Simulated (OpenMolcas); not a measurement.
**Cu3+, Ag3+, Au3+: d⁸ down the group**

```yaml
Program: OpenMolcas
Method: CASSCF
Basis: ANO-RCC-VTZP
Scalar_Hamiltonian: DKH2, point nucleus
Spin-orbit_coupling: RASSI with atomic mean-field integrals over the reference wave functions, term energies averaged over their components
```

Active space for each ion: 8 electrons in 5 orbitals (d).

Computed levels in cm-1 above ³F₄:

| Level | Cu3+ | Ag3+ | Au3+ |
| --- | --- | --- | --- |
| ³F₃ | 1820 | 3960 | 12367 |
| ³P₂ | 23821 | 20363 | 20804 |
| ³P₁ | 24267 | 19709 | 26427 |
| ³P₀ | 24616 | 20050 | 23563 |
| ¹G₄ | 30468 | 24223 | 29602 |
| ¹S₀ | 73244 | 56315 | 62739 |
| weight of ³F in the lowest level (%) | 100 | 99 | 96 |

Mixed levels, with the weight of the term that names them: Ag3+ ³P₂ (53 %), Au3+ ³P₂ (53 %).

Measured, with the error of the calculation in %. Measured levels: Cu3+ from Sugar and Musgrove, J. Phys. Chem. Ref. Data 19, 527 (1990); Ag3+ from the list in Gamrath, thesis, University of Mons (2023); Au3+ from Zainab et al., Astrophys. J. Suppl. Ser. 267, 12 (2023).

| Level | Cu3+ | Ag3+ | Au3+ |
| --- | --- | --- | --- |
| ³F₃ | 1861 (-2.2) | 4172 (-5.1) | 12294 (+0.6) |
| ³P₂ | 19697 (+20.9) |  |  |
| ³P₁ | 20097 (+20.8) | 15900 (+24.0) | 21490 (+23.0) |
| ³P₀ | 20423 (+20.5) | 16092 (+24.6) | 18185 (+29.6) |
| ¹G₄ | 26913 (+13.2) | 20570 (+17.8) | 25702 (+15.2) |
| ¹S₀ | 61456 (+19.2) | 47139 (+19.5) | 55278 (+13.5) |

The fine-structure level ³F₃ changes by a factor of 6.8 from Cu3+ to Au3+.

Without spin-orbit coupling ³P lies 22447, 15749, 14061 cm-1 above ³F in that order; the difference to the level ³P₂, of either sign, comes from spin-orbit coupling, which also lowers the zero.

Without dynamic correlation excited terms often stand tens of per cent too high (terms of higher spin than the ground term too low), and those without a measured partner can miss by more than the paired ones. Computed and measured levels are paired by configuration, term and J; levels that our copy of the source lacks, or whose pairing is in doubt (as where it misses far off the trend of its configuration), stay unpaired and out of the deviations. Levels of configurations outside the active space are missing.
